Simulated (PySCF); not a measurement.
1,3-dichlorobuta-1,2-diene (C4H4Cl2), SMILES CC(Cl)=C=CCl. Heavy atoms are numbered as in [CH3:1][C:2]([Cl:3])=[C:4]=[CH:5][Cl:6]. Hydrogens are named by the atom that carries them.

Geometry: B3LYP-D3(BJ)/def2-SVP.

Level of theory: HF/def2-TZVP in PySCF.

ESP charges are fitted to the potential on shells at 1.4 to 2.0 van der Waals radii. Atomic charges (e), one atom of each kind:

```
atom      ESP fit    IAO  Löwdin
--------  -------  -----  ------
C1 (CH3)    -0.52  -0.36   -0.26
C2           0.21   0.03   -0.42
Cl3         -0.12  -0.06    0.35
C4          -0.06  -0.03   -0.11
C5 (CH)     -0.20  -0.15   -0.42
Cl6         -0.06  -0.05    0.33
H on C1      0.16   0.14    0.13
H on C5      0.22   0.18    0.14
```

**Question.** Give the Mayer and Wiberg (Löwdin basis) orders of the bonds. (Estimate from the structure and the level; the computed values follow.)

**Answer.** 
```
bond    Mayer  Wiberg
------  -----  ------
C1–C2    0.96    1.27
C2–Cl3   1.13    1.55
C2–C4    1.76    1.98
C4–C5    1.89    2.11
C5–Cl6   1.10    1.64
```
